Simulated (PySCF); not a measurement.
**Trend along the fourth-period p block: MNa cations**

PBE0 with double-zeta basis sets in PySCF, for the lowest determinant that a PBE0 search found; no spin–orbit coupling. De refers to high-spin ground-configuration atoms (the charge goes to the atom of lower measured ionisation energy or higher electron affinity, which is not always the lowest computed limit). A positive dipole points towards Na; it is taken about the centre of mass and depends on that origin.

```tsv
M	basis	charged atom	state (unpaired electrons)	Re (Å)	ωe (cm⁻¹)	De (eV)	μ (D)
Ga	x2c-SVPall	Na+	doublet (σ ↑)	3.442	102	0.96	7.38
Ge	def2-SVPD	Na+	triplet (σ ↑, π ↑)	3.231	115	0.56	8.74
As	def2-SVP	Na+	quartet (σ ↑, π ↑↑)	3.200	103	0.27	9.80
Se	def2-SVP	Na+	triplet (π ↑↑)	2.997	147	0.64	9.18
Br	def2-SVP	Na+	doublet (π ↑)	2.955	135	0.41	9.47
```

The shortest bond is that of NaBr⁺ (2.955 Å), the longest that of NaGa⁺ (3.442 Å). NaGa⁺ is bound most strongly (0.96 eV) and NaAs⁺ least (0.27 eV).

The rows differ in basis set, which adds steps of its own.

The state changes along the series, so neighbouring rows are not always alike in their bonding.

Weak bonds: NaAs⁺, NaBr⁺. Basis-set superposition, not corrected here, can be much of De in a small basis, most of all at correlated wavefunction levels. Spin–orbit coupling is left out. For an ion De counts to the pair picked by the measured ionisation energies or electron affinities, which need not be the lowest pair at this level. States were picked by a PBE0 search and need not be the measured ground states.
